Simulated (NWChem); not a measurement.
C4H5Cl; SMILES C=C=C(C)Cl

```xyz
10

C      0.6484    -2.4100     0.0000
C      0.1590    -1.1980     0.0000
C     -0.3467     0.0057     0.0000
C     -1.8048     0.3677     0.0000
Cl     0.7565     1.4058     0.0000
H      0.8644    -2.9398     0.9269
H      0.8644    -2.9398    -0.9269
H     -2.0548     0.9639    -0.8852
H     -2.0548     0.9639     0.8852
H     -2.4159    -0.5394     0.0000
```
Atoms are numbered in this order, from 1.

All runs: NWChem. Structure relaxed at the B3LYP/6-31G* (spherical d) level. Total energies compare along this basis series because the functional is fixed.

| level | basis functions | energy (Ha) | highest occupied level (eV) | orbital gap (eV) | dipole (D) |
|---|---|---|---|---|---|
| TPSS/cc-pVDZ | 99 | -615.6369 | [?] | [?] | 1.82 |
| TPSS/aug-cc-pVDZ | 164 | -615.6474 | -6.06 | 4.41 | 1.91 |
| TPSS/cc-pVTZ | 224 | -615.6996 | -6.03 | 4.47 | 1.85 |

**Question.** Complete the blanks.

**Answer.** 
- TPSS/cc-pVDZ, highest occupied level (eV): -5.91
- TPSS/cc-pVDZ, orbital gap (eV): 4.52
